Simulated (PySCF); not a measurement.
Harmonic spectrum computed at PBE0 in the def2-SVP basis family (core potentials from Rb on, PySCF, no spin–orbit coupling):

```json
{"ω (cm⁻¹)": "88", "IR (km/mol, summed over degenerate members)": "0.2", "degeneracy": "2"}
{"ω (cm⁻¹)": "89", "IR (km/mol, summed over degenerate members)": "7.6", "degeneracy": "1"}
{"ω (cm⁻¹)": "325", "IR (km/mol, summed over degenerate members)": "10.9", "degeneracy": "1"}
{"ω (cm⁻¹)": "442", "IR (km/mol, summed over degenerate members)": "196", "degeneracy": "2"}
```

Which molecule gave it? In each, all ligands are bound to the one heavy central atom.
A. TeBr₃⁺ (singlet)
B. SnBr₃⁺ (singlet)
C. CBr₃⁺ (singlet)
D. TiBr₃⁺ (singlet)

D. It has C3v symmetry with Ti–Br 2.248 Å (×3).
